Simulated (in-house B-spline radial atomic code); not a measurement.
Tc2+ is squeezed into an impenetrable sphere of radius R (the orbitals vanish at R). No spin polarisation. Computed with a B-spline radial code for spherical atoms: scalar-relativistic (X2C) PBE, spherical fractional occupations, Fermi nucleus of rms radius 4.41117 fm.

Energies in eV above the free ion in [Kr] 4d5:

```
R (bohr)  highest level (eV)   [Kr] 4d5  [Kr] 4d4 4f1  [Ar] 3d10 4s2 4p5 4d6
    8.01               -22.5  0.0004341         21.23                  39.33
     6.6               -22.5   0.009141         22.36                  39.33
    4.85               -22.1      0.346         26.38                  39.66
    4.54               -21.8     0.6438         27.83                  39.96
    3.54               -19.3      4.756         37.54                  44.33
    3.24               -17.4      8.839         44.08                  48.74
    2.52               -6.08       44.4          87.7                  86.83
    2.31                1.34      74.76         121.1                  118.9
    1.85                35.4      258.5         311.6                  309.4
    1.53                93.3        670         724.1                  729.4
```

Q: Does [Kr] 4d4 4f1 fall below [Kr] 4d5 under compression?

A: No, it stays above over the whole range.

Q: Does [Ar] 3d10 4s2 4p5 4d6 fall below [Kr] 4d5 under compression?

A: No, it stays above over the whole range.

The highest level is first positive in the row R = 2.31 bohr, pushed up by confinement above the zero of the free ion's potential. Each configuration is held fixed and needn't be the lowest in the sphere.
